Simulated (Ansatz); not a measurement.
CH7BClNO2Si (SMILES CN([SiH2]Cl)B(O)O), singlet, at a GFN2-xTB geometry, atoms displaced at random by about 0.03 Å a coordinate; HF/STO-3G, gradient in Ansatz (a quantum-chemistry and plane-wave program).

Ansatz was given this input:
Ansatz 0.2 input:
```yaml
crystal:
  periodic: [false, false, false]
  atoms:
    - {symbol: Si, position_ang: [-1.38005675, -0.15189907, -0.17455672]}
    - {symbol: Cl, position_ang: [-1.35013358, 1.32218135, 1.36150240]}
    - {symbol: N, position_ang: [0.19907396, -0.84474770, -0.18550605]}
    - {symbol: C, position_ang: [0.39462186, -2.26439317, -0.02113061]}
    - {symbol: B, position_ang: [1.39106743, -0.02291223, -0.59173000]}
    - {symbol: O, position_ang: [2.64792080, -0.60249590, -0.66080581]}
    - {symbol: O, position_ang: [1.03188580, 1.29718335, -0.89213119]}
    - {symbol: H, position_ang: [-1.70094269, 0.59925697, -1.38963517]}
    - {symbol: H, position_ang: [-2.25006000, -1.11137744, 0.19650784]}
    - {symbol: H, position_ang: [1.43076975, -2.47850353, 0.09105008]}
    - {symbol: H, position_ang: [-0.15224130, -2.57672430, 0.90630827]}
    - {symbol: H, position_ang: [-0.03299094, -2.85402862, -0.87350937]}
    - {symbol: H, position_ang: [3.31346442, 0.01071765, -0.93150149]}
    - {symbol: H, position_ang: [1.84695178, 1.85303859, -1.09390241]}
basis:
  gaussian:
    orbitals: STO-3G
hamiltonian:
  xc: hf
output: {forces: true}
```

It wrote (shortened):

```
Functional definition: HF
652 factors; integrals over basis functions are off by at most 6.8e-5 eV
mean field evaluation 1: about -27416.5143 eV, gradient 3.1e1 eV
mean field evaluation 2: about -27416.7549 eV, gradient 3.1e1 eV
mean field evaluation 4: about -27420.3685 eV, gradient 1.7e0 eV
mean field evaluation 8: about -27420.3790 eV, gradient 5.4e-4 eV
mean field -27420.37898366 eV, -1007.6803414490 hartree, gradient 8.1e-6 eV, S^2 0.000000; 0 other end points of the search recorded, 0 dependent functions left out
the calculation of the forces begins
reference -27420.37898366 eV, -1007.6803414490 hartree; 36, 36 occupied and 14, 14 virtual orbitals, 652 factors
Total energy: -27420.37898366 eV, -1007.6803414490 hartree
Atom 0 at    -1.380057    -0.151899    -0.174557 Å, force     2.269697     3.095832    -0.663347 eV/Å
Atom 1 at    -1.350134     1.322181     1.361502 Å, force    -0.281075    -0.449420    -0.377887 eV/Å
Atom 2 at     0.199074    -0.844748    -0.185506 Å, force     2.865061     2.873231    -1.793260 eV/Å
Atom 3 at     0.394622    -2.264393    -0.021131 Å, force    -2.776290    -1.503342     0.782184 eV/Å
Atom 4 at     1.391067    -0.022912    -0.591730 Å, force    -2.209491    -0.554341     0.426889 eV/Å
Atom 5 at     2.647921    -0.602496    -0.660806 Å, force    -3.218966    -1.229943     0.876621 eV/Å
Atom 6 at     1.031886     1.297183    -0.892131 Å, force     2.021120    -0.580060    -0.040086 eV/Å
Atom 7 at    -1.700943     0.599257    -1.389635 Å, force     0.028774    -0.795458     0.876795 eV/Å
Atom 8 at    -2.250060    -1.111377     0.196508 Å, force    -1.957116    -1.738010     0.509463 eV/Å
Atom 9 at     1.430770    -2.478504     0.091050 Å, force     1.114368    -0.453052     0.048347 eV/Å
Atom 10 at    -0.152241    -2.576724     0.906308 Å, force     0.817800    -0.206743    -1.013853 eV/Å
Atom 11 at    -0.032991    -2.854029    -0.873509 Å, force     0.658089     0.441512     0.857627 eV/Å
Atom 12 at     3.313464     0.010718    -0.931501 Å, force     1.830535     1.856050    -0.760309 eV/Å
Atom 13 at     1.846952     1.853039    -1.093902 Å, force    -1.162507    -0.756257     0.270817 eV/Å
Dipole moment:     0.349090    -0.278755    -0.657969 e Å
```
